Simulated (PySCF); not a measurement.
From one molecule to another.

First species: C₇H₁₆Si₂.
Geometry (GFN2-xTB, Å), atoms numbered from 1 in this order:
```
atom  x, y, z in Å
C1     1.306    1.834    0.871
C2     1.181    0.576    0.470
C3     2.052    0.029   -0.622
C4     0.184   -0.337    1.119
C5     0.710   -1.775    1.358
Si6   -0.391   -2.481   -0.031
C7    -1.044   -0.694    0.222
C8    -1.387    0.218   -0.950
Si9   -2.015    1.950   -0.454
H10    2.009    2.510    0.414
H11    0.713    2.240    1.673
H12    2.454    0.837   -1.229
H13    1.507   -0.660   -1.262
H14    2.894   -0.517   -0.195
H15   -0.141    0.139    2.048
H16    0.434   -2.133    2.348
H17    1.789   -1.872    1.278
H18    0.263   -2.769   -1.309
H19   -1.299   -3.576    0.311
H20   -1.924   -0.732    0.873
H21   -2.168   -0.281   -1.531
H22   -0.530    0.315   -1.617
H23   -0.966    2.961   -0.576
H24   -2.518    1.919    0.922
H25   -3.124    2.322   -1.342
```

Second species: C5H14P2S.
Z-matrix (Å and degrees, GFN2-xTB geometry), rows numbered from 1:
```
C 
C   1  1.5198
P   2  1.8534  1  114.59
P   3  2.2064  2  103.11  1    50.93
S   3  1.9476  2  112.63  1   178.29
C   3  1.8675  2  105.89  1   -55.80
C   6  1.5208  3  109.69  2   -65.40
C   6  1.5218  3  107.16  2   172.99
H   1  1.0876  2  111.10  3    70.02
H   1  1.0915  2  110.49  3   -50.47
H   1  1.0885  2  110.01  3  -170.03
H   2  1.0937  1  111.83  3  -121.86
H   2  1.0960  1  110.95  3   118.60
H   4  1.3891  3   91.31  2   150.53
H   4  1.3934  3   90.29  2    58.43
H   6  1.0957  3  107.39  2    55.26
H   7  1.0888  6  111.39  3    66.02
H   7  1.0898  6  109.70  3   -54.16
H   7  1.0887  6  110.43  3  -173.62
H   8  1.0885  6  110.72  3   179.35
H   8  1.0901  6  109.86  3    59.23
H   8  1.0925  6  110.48  3   -60.54
```

Levels: PBE0/pcSseg-1 for dipole moment, HOMO energy, LUMO energy and HOMO–LUMO gap; GFN2-xTB for rotational constant A and rotational constant C. Geometries: GFN2-xTB. Each structure is a single optimised conformer of the isolated species, non-relativistic unless stated; the electronic structure was computed with PySCF and density fitting.

Dipoles, sizes and rotational constants follow the conformer. The torsions of the flexible species, by atom-mapped SMILES:
- `[CH2:1]=[C:2]([CH3:3])[C@@H:4]1[CH2:5][SiH2:6][C@@H:7]1[CH2:8][SiH3:9]`: C1–C2–C4–C5 -139°, Si6–C7–C8–Si9 180°
- `[CH3:1][CH2:2][P@@:3]([PH2:4])(=[S:5])[CH:6]([CH3:7])[CH3:8]`: C1–C2–P3–P4 51°, C2–P3–C6–C7 -65°, H–P4–P3–C2 151°, H–P4–P3–C2 58°

```json
{"property": "dipole moment", "column X": "3.82 D", "column Y": "0.94 D"}
{"property": "HOMO energy", "column X": "-6.25 eV", "column Y": "-7.01 eV"}
{"property": "LUMO energy", "column X": "-0.33 eV", "column Y": "0.07 eV"}
{"property": "HOMO–LUMO gap", "column X": "5.92 eV", "column Y": "7.08 eV"}
{"property": "rotational constant A", "column X": "1.142 GHz", "column Y": "1.432 GHz"}
{"property": "rotational constant C", "column X": "0.925 GHz", "column Y": "0.681 GHz"}
```

Which column belongs to which species?

Column X is the second species and column Y the first. The first has 25 atoms and 86 electrons, the second 22 and 90.

How does each property change from the first species to the second?

dipole moment +2.88 D; HOMO energy +0.76 eV; LUMO energy -0.40 eV; HOMO–LUMO gap -1.16 eV; rotational constant A -0.290 GHz; rotational constant C +0.244 GHz.

On the first: In atomic units the dipole is 0.37 e·bohr (1 au = 2.5417 D). GFN2-xTB frequencies show an imaginary mode (36i cm⁻¹), so this geometry is no minimum at that level.

On the second: The dipole equals about 12.7 × 10⁻³⁰ C·m (1 D = 3.33564 × 10⁻³⁰ C·m). A dipole of 3.82 D is allowed in C1, and pure rotational transitions are dipole-allowed.
